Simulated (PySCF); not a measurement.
**Nuclear quadrupole coupling in `C#C[C@@H]1CC[C@]1(F)OC`**

Compound: C7H9FO.
Geometry (PBE0-D3(BJ)/def2-SVP, Å), atoms numbered from 1 in this order:
```xyz
18
C7H9FO angstrom
C     -0.956    2.094   -1.545
C     -0.846    0.962   -1.127
C     -0.726   -0.387   -0.612
C     -1.750   -0.746    0.506
C     -0.662   -0.524    1.573
C      0.388   -0.584    0.474
F      0.870   -1.873    0.335
O      1.414    0.290    0.589
C      2.308    0.321   -0.502
H     -1.052    3.097   -1.916
H     -0.650   -1.114   -1.435
H     -2.069   -1.794    0.432
H     -2.635   -0.099    0.558
H     -0.548   -1.275    2.366
H     -0.693    0.482    2.010
H      2.840   -0.637   -0.609
H      1.783    0.555   -1.444
H      3.033    1.118   -0.296
```

Field gradients from the PBE0/pcSseg-1 density (PySCF, non-relativistic), principal values in atomic units, ordered |Vxx| ≤ |Vyy| ≤ |Vzz|:

```csv
atom,Vxx,Vyy,Vzz
O8,-0.1353,-1.8021,1.9375
```

Q: Find the asymmetry η = (Vxx − Vyy)/Vzz and the couplings χ = eQV/h (234.96 MHz × Q in barn × V in au), with Q(17O) = −0.0256 b.

A: 
| atom | environment | nucleus | η | χzz (MHz) | χxx (MHz) | χyy (MHz) |
| --- | --- | --- | --- | --- | --- | --- |
| O8 | ether oxygen | 17O | 0.86 | -11.65 | 0.81 | 10.84 |

The tensor is traceless: Vxx + Vyy + Vzz = 0.

Q: What is Vzz at O8 in SI units (1 au = 9.71736 × 10²¹ V/m²)?

A: 1.9375 au = 18.827 × 10²¹ V/m².

Were the hydrogens deuterons (Q(2H) = 0.00286 b), χzz would run from 184 kHz (H17) to 231 kHz (H10).

Isolated species at its PBE0-D3(BJ)/def2-SVP geometry (one conformer only). The small basis limits the accuracy of the gradients.
